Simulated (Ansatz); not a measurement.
Species: sum formula AlH₂F (charge 0, singlet). 
Structure (B3LYP-D3(BJ)/def2-TZVP (Ansatz, a program for electronic structure) minimum search):
```xyz
4

F      1.0774    -0.1894    -0.0104
Al    -0.5530     0.0972     0.0053
H     -1.4963    -1.1576     0.0018
H     -1.0116     1.5985     0.0224
```
Charge 0, spin multiplicity 1.

Basis-set convergence of Hartree-Fock and CCSD(T) correlation energies (hartree) with Ansatz. Cores are frozen in the correlated levels unless marked. No spin-orbit coupling. No relativistic terms.

```csv
basis,functions,E(HF),"E(corr, CCSD(T))"
def2-SVPD,63,-342.43100,-0.29298
def2-TZVPPD,122,-342.63741,-0.36375
def2-QZVPPD,208,-342.64955,-0.39119
```

Extrapolating the two largest sets (X = 3 and 4) as X^-3: E(corr) = (64·(-0.39119) - 27·(-0.36375))/37 = -0.4112 Eh, an estimate of the basis-set limit. The largest set recovers 95.1 % of it, the smallest 71.2 %.
